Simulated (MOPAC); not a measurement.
MOPAC input (PM6):

```
PM6 1SCF CHARGE=-1 GEO-OK AUX(PRECISION=9) THREADS=1
CH6FSi2

F     1.63394500 1   -1.06399400 1   -0.54006200 1
Si    1.25059500 1    0.58686100 1   -0.38132700 1
C    -0.24550300 1    0.34817700 1    0.91659900 1
Si   -1.83093400 1   -0.12453700 1    0.09688200 1
H     2.27815800 1    0.91504600 1    0.74043400 1
H    -0.38679400 1    1.30707300 1    1.43108800 1
H     0.03508100 1   -0.39599300 1    1.67045500 1
H    -1.70813100 1   -1.32872600 1   -0.77145500 1
H    -2.95918200 1   -0.45187600 1    1.03750600 1
H    -2.36686900 1    0.96883100 1   -0.76484000 1
```

Output:

```
 *******************************************************************************
 **                                                                           **
 **                              MOPAC v23.2.5                                **
 **                                                                           **
 *******************************************************************************
 ** MOPAC's Digital Object Identifier: https://doi.org/10.5281/zenodo.6511958 **
 **                                                                           **
 ** Please cite the open-source release paper for use of this MOPAC version:  **
 ** J. E. Moussa and J. J. P. Stewart (2026)                                  **
 ** MOPAC: An open-source semiempirical molecular orbital program             **
 ** J. Open Source Softw., 11(119), 8025, https://doi.org/10.21105/joss.08025 **
 *******************************************************************************

                              PM6 CALCULATION RESULTS

 *******************************************************************************
 *  PM6        - The PM6 Hamiltonian to be used
 *  GEO-OK     - OVERRIDE INTERATOMIC DISTANCE AND OTHER SAFETY CHECKS
 *
 *
 *
 *                 CHARGE ON SYSTEM = -1
 *
 *
 *
 *  1SCF       - DO 1 SCF AND THEN STOP
 *  AUX        - OUTPUT AUXILIARY INFORMATION
 *******************************************************************************
PM6 1SCF CHARGE=-1 GEO-OK AUX(PRECISION=9) THREADS=1
 CH6FSi2

   ATOM   CHEMICAL          X               Y               Z
  NUMBER   SYMBOL      (ANGSTROMS)     (ANGSTROMS)     (ANGSTROMS)

     1       F          1.63394500  *  -1.06399400  *  -0.54006200  *
     2      Si          1.25059500  *   0.58686100  *  -0.38132700  *
     3       C         -0.24550300  *   0.34817700  *   0.91659900  *
     4      Si         -1.83093400  *  -0.12453700  *   0.09688200  *
     5       H          2.27815800  *   0.91504600  *   0.74043400  *
     6       H         -0.38679400  *   1.30707300  *   1.43108800  *
     7       H          0.03508100  *  -0.39599300  *   1.67045500  *
     8       H         -1.70813100  *  -1.32872600  *  -0.77145500  *
     9       H         -2.95918200  *  -0.45187600  *   1.03750600  *
    10       H         -2.36686900  *   0.96883100  *  -0.76484000  *

          CARTESIAN COORDINATES

    NO.       ATOM           X           Y           Z

     1         F          1.6339     -1.0640     -0.5401
     2        Si          1.2506      0.5869     -0.3813
     3         C         -0.2455      0.3482      0.9166
     4        Si         -1.8309     -0.1245      0.0969
     5         H          2.2782      0.9150      0.7404
     6         H         -0.3868      1.3071      1.4311
     7         H          0.0351     -0.3960      1.6705
     8         H         -1.7081     -1.3287     -0.7715
     9         H         -2.9592     -0.4519      1.0375
    10         H         -2.3669      0.9688     -0.7648

 General Reference for PM6:
 "Optimization of Parameters for Semiempirical Methods V: Modification of NDDO Approximations
 and Application to 70 Elements", J. J. P. Stewart, J. Mol. Mod., 13, 1173-1213 (2007)
 URL: https://link.springer.com/article/10.1007/s00894-007-0233-4

           Empirical Formula: C H6 F Si2  =    10 atoms

      MOLECULAR POINT GROUP   :   C1

      RHF CALCULATION, NO. OF DOUBLY OCCUPIED LEVELS = 13

 -------------------------------------------------------------------------------
 PM6 1SCF CHARGE=-1 GEO-OK AUX(PRECISION=9) THREADS=1
 CH6FSi2

     1SCF WAS SPECIFIED, SO BFGS WAS NOT USED
     SCF FIELD WAS ACHIEVED

                              PM6 CALCULATION
                                                       MOPAC v23.2.5 Linux

          FINAL HEAT OF FORMATION =        -96.00808 KCAL/MOL =    -401.69780 KJ/MOL

          COSMO AREA              =        137.56 SQUARE ANGSTROMS
          COSMO VOLUME            =        135.13 CUBIC ANGSTROMS

          IONIZATION POTENTIAL    =          2.386213 EV
          HOMO LUMO ENERGIES (EV) =         -2.386  4.121
          NO. OF FILLED LEVELS    =         13
          MOLECULAR WEIGHT        =         93.2278         POINT GROUP:  C1

          MOLECULAR DIMENSIONS (Angstroms)

            Atom       Atom       Distance
            H     9    H     5     5.42093
            H     6    F     1     3.38409
            H     7    H    10     3.18360

          SCF CALCULATIONS        =          1

   ATOM   CHEMICAL          X               Y               Z
  NUMBER   SYMBOL      (ANGSTROMS)     (ANGSTROMS)     (ANGSTROMS)

     1       F          1.63394500  *  -1.06399400  *  -0.54006200  *
     2      Si          1.25059500  *   0.58686100  *  -0.38132700  *
     3       C         -0.24550300  *   0.34817700  *   0.91659900  *
     4      Si         -1.83093400  *  -0.12453700  *   0.09688200  *
     5       H          2.27815800  *   0.91504600  *   0.74043400  *
     6       H         -0.38679400  *   1.30707300  *   1.43108800  *
     7       H          0.03508100  *  -0.39599300  *   1.67045500  *
     8       H         -1.70813100  *  -1.32872600  *  -0.77145500  *
     9       H         -2.95918200  *  -0.45187600  *   1.03750600  *
    10       H         -2.36686900  *   0.96883100  *  -0.76484000  *

                             CARTESIAN COORDINATES

   1    F        1.633945000    -1.063994000    -0.540062000
   2   Si        1.250595000     0.586861000    -0.381327000
   3    C       -0.245503000     0.348177000     0.916599000
   4   Si       -1.830934000    -0.124537000     0.096882000
   5    H        2.278158000     0.915046000     0.740434000
   6    H       -0.386794000     1.307073000     1.431088000
   7    H        0.035081000    -0.395993000     1.670455000
   8    H       -1.708131000    -1.328726000    -0.771455000
   9    H       -2.959182000    -0.451876000     1.037506000
  10    H       -2.366869000     0.968831000    -0.764840000

           Empirical Formula: C H6 F Si2  =    10 atoms

      MOLECULAR POINT GROUP   :   C1

                  EIGENVALUES
 -33.44047 -20.37726 -14.43203 -11.94676 -10.06345  -9.75151  -9.46122  -8.40509
  -7.98230  -7.50625  -7.18949  -5.58198  -2.38621   4.12094   4.42628   4.69270
   4.90327   5.11067   5.62258   5.72420   6.66522   7.06237   7.45887   7.61683
   7.81973   8.10856   8.35819   8.52265   9.33244   9.64276  10.10750  11.04076

              NET ATOMIC CHARGES AND DIPOLE CONTRIBUTIONS

  ATOM NO.   TYPE          CHARGE      No. of ELECS.   s-Pop       p-Pop       d-Pop
    1          F          -0.475117        7.4751     1.94251     5.53260
    2         Si          -0.191259        4.1913     1.67650     2.01865     0.49611
    3          C          -0.788780        4.7888     1.08836     3.70042
    4         Si           0.062428        3.9376     1.21510     2.07208     0.65040
    5          H           0.005015        0.9950     0.99499
    6          H           0.185816        0.8142     0.81418
    7          H           0.194496        0.8055     0.80550
    8          H           0.014480        0.9855     0.98552
    9          H          -0.013013        1.0130     1.01301
   10          H           0.005934        0.9941     0.99407
 DIPOLE           X         Y         Z       TOTAL
 POINT-CHG.    -4.413     1.210     0.655     4.623
 HYBRID         0.453    -1.514     2.556     3.005
 SUM           -3.960    -0.304     3.211     5.107

          ATOMIC ORBITAL ELECTRON POPULATIONS

     Atom    s        px        py        pz      x^2-y^2     xz        z^2       yz        xy
    1  F   1.94251   1.91266   1.68453   1.93541
    2 Si   1.67650   0.57354   0.36923   1.07588   0.12506   0.13759   0.05108   0.10850   0.07388
    3  C   1.08836   1.27681   1.15004   1.27357
    4 Si   1.21510   0.62982   0.73738   0.70488   0.14912   0.19316   0.02536   0.19729   0.08547
    5  H   0.99499
    6  H   0.81418
    7  H   0.80550
    8  H   0.98552
    9  H   1.01301
   10  H   0.99407

 **********************
 *                    *
 * JOB ENDED NORMALLY *
 *                    *
 **********************

 == MOPAC DONE ==
```

The dipole moment of an ion depends on the origin.

The geometry given is a B3LYP-D3(BJ)/def2-TZVP minimum.
